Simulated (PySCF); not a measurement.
SMILES [Si](C)(C)([SiH2][SiH2][SeH])C (C3H14SeSi3), GFN2-xTB optimised geometry.

```
21

C      2.03    -0.63     1.74
Si     1.39    -1.11     0.00
C      2.02     0.20    -1.25
C      2.09    -2.82    -0.48
Si    -0.95    -1.11     0.00
Si    -1.92     1.01     0.00
Se    -0.43     2.40     1.13
H      1.72    -1.35     2.49
H      3.11    -0.57     1.77
H      1.64     0.34     2.03
H      3.10     0.22    -1.30
H      1.69     1.19    -0.96
H      1.65     0.00    -2.25
H      1.77    -3.10    -1.48
H      1.76    -3.59     0.20
H      3.18    -2.83    -0.47
H     -1.56    -1.79    -1.16
H     -1.53    -1.83     1.15
H     -3.18     1.26     0.70
H     -2.07     1.69    -1.29
H     -1.20     3.59     1.00
```

Density from PBE0/def2-SVP in PySCF at that geometry.

Minimum of the electron density along straight lines between bonded atoms, close to the bond critical point (lines longer than 1.1 times the sum of covalent radii, or with two minima, are not listed):

```csv
bond,length / Å,ρ at the minimum / e bohr⁻³,∇²ρ there / e bohr⁻⁵,position (fraction from the first atom)
C1–Si2,1.909,0.109,0.30,0.62
Si2–C3,1.910,0.109,0.29,0.38
Si2–C4,1.910,0.109,0.30,0.38
Si2–Si5,2.349,0.089,-0.04,0.35
Si6–Se7,2.327,0.080,0.06,0.35
C1–H8,1.086,0.272,-0.97,0.62
C1–H10,1.088,0.271,-0.97,0.63
C3–H11,1.087,0.271,-0.96,0.62
C3–H12,1.087,0.272,-0.99,0.63
C3–H13,1.087,0.271,-0.97,0.62
C4–H14,1.086,0.272,-0.97,0.62
C4–H15,1.086,0.272,-0.97,0.62
C4–H16,1.086,0.271,-0.97,0.62
Si5–H17,1.473,0.113,0.32,0.49
Si5–H18,1.473,0.113,0.32,0.49
Si6–H19,1.466,0.117,0.32,0.49
Si6–H20,1.467,0.117,0.32,0.49
Se7–H21,1.425,0.186,-0.22,0.62
```
